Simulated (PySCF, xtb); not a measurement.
C2H9BO2Si, SMILES C[SiH2]CB(O)O.

GFN2-xTB (xtb 6.7.1) at its own geometry gives an orbital gap of 5.95 eV and a dipole moment of 2.32 D.

Geometry: B3LYP-D3(BJ)/def2-SVP. This is a generated structure with no PubChem entry under its InChIKey; it may be hypothetical. The values are those of a single conformer.

Question: What does PBE/def2-TZVP (PySCF) give? (Estimate from the structure and the level; the computed values follow.)

Answer: gap 6.62 eV (levels -7.12 and -0.50 eV), dipole 2.25 D.
